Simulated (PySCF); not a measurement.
C₂H₈BNO₂.
Bonds: C1–O2, O2–C3, C3–O4, O4–B5, B5–N6. Hydrogens: H7, H8, H9 on C1; H10, H11 on C3; H12 on B5; H13, H14 on N6.

Method: PBE0-D3(BJ)/def2-SVP geometry optimisation, gas phase (PySCF 2.14.0); density fitting, grid level 1; the optimiser is geomeTRIC in internal coordinates, started from a GFN2-xTB structure with every atom displaced at random (about 0.01 Å).

Step 0: E = -8450.7398 eV
```
atom  x, y, z in Å  |  force x, y, z in eV/Å
C1     -2.4232    0.3321   -0.4330   -0.918   1.988  -0.170
O2     -1.4189    1.3172   -0.3498    0.385  -0.616   0.217
C3     -0.1568    0.7941   -0.5107    0.655   0.617   0.673
O4      0.1936   -0.1146    0.5048   -2.559   0.494  -0.925
B5      1.3935   -0.3805    0.9865    1.508   0.102   0.254
N6      2.5705    0.2213    0.5259   -1.179   0.064  -0.353
H7     -2.3154   -0.4168    0.3270    0.139  -0.799   0.643
H8     -2.4348   -0.1065   -1.4335   -0.104  -0.356  -0.334
H9     -3.3765    0.9024   -0.2591    0.510  -0.667  -0.207
H10     0.5295    1.6650   -0.4705   -0.094  -0.102  -0.159
H11    -0.0534    0.2829   -1.4744    0.002  -0.237  -0.432
H12     1.4406   -1.1637    1.8653    0.127  -0.589   0.618
H13     3.4477    0.0251    0.9104    1.469  -0.363   0.705
H14     2.5966    0.9070   -0.1968    0.061   0.463  -0.531
```

**Question.** Estimate the geometry and energy of step 1. (The exact step hangs on the optimiser's Hessian estimate; all steps are aligned on step 0, rigid shifts and turns removed.)

**Answer.** E = -8450.8984 eV, largest force 0.871 eV/Å
```
atom  x, y, z in Å  |  force x, y, z in eV/Å
C1     -2.4158    0.3434   -0.4567    0.141  -0.355   0.045
O2     -1.4397    1.3409   -0.3298   -0.070   0.092   0.001
C3     -0.1513    0.8699   -0.4297   -0.250  -0.207  -0.313
O4      0.1142   -0.0278    0.5954    0.696  -0.257   0.456
B5      1.3889   -0.3591    1.0220   -0.692   0.094  -0.203
N6      2.5506    0.1715    0.4499    0.408   0.017   0.045
H7     -2.3246   -0.4220    0.3420   -0.053   0.181  -0.172
H8     -2.3425   -0.1713   -1.4364    0.051  -0.009   0.016
H9     -3.4051    0.8077   -0.4010   -0.058   0.175   0.082
H10     0.5064    1.7528   -0.3875    0.058   0.088   0.034
H11    -0.0074    0.3451   -1.4078    0.046   0.123   0.109
H12     1.4691   -1.1577    1.9266   -0.009   0.027  -0.011
H13     3.4692   -0.0786    0.8050   -0.259   0.075  -0.101
H14     2.5807    0.8501   -0.2998   -0.010  -0.044   0.012
```

The energy changes by -0.1586 eV. The first-order estimate −F·Δx gives -0.4215 eV and the mean of the old and new forces, exact on a quadratic surface, -0.1640 eV. The step makes an angle of 78° with the force vector and moves no atom by more than 0.173 Å.

The cost below is that of the whole optimisation. The run took 56 s on Arm Neoverse V2, one thread, shared host with 192 logical CPUs at a one-minute load of 39, and the process peaked at 0.51 GiB of memory.
